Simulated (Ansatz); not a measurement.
```xyz
10

F     1.5637   -3.1403    1.2660
Zn    0.8223   -1.6511    0.6655
O     1.0455    0.1958    1.1911
C     0.4100    1.1307    0.6258
C    -0.5104    1.0245   -0.4129
C    -0.8861   -0.1746   -1.0113
O    -0.4767   -1.3372   -0.7314
H     0.6188    2.1374    1.0091
H    -0.9640    1.9352   -0.7798
H    -1.6232   -0.1204   -1.8223
```

Charge 0, multiplicity 1.

Q: List the PBE0/def2-TZVPP orbital energies in eV (Ansatz). (Best estimate.)

A: Computed: Occupied: -9459.03, -1152.40, -1014.83, -1014.71, -1014.64, -671.54, -523.77, -523.77, -281.29, -281.29, -278.67, -133.40, -89.36, -89.17, -89.08, -30.29, -30.10, -29.88, -22.48, -19.11, -16.89, -15.60, -15.47, -14.75, -14.68, -14.66, -14.21, -13.52, -13.27, -12.62, -12.42, -11.62, -10.25, -10.04, -9.59, -9.59, -8.29, -7.79. Lowest empty: -2.30, -0.61, 0.29, 1.19, 1.73, 1.77, 2.24, 2.29.
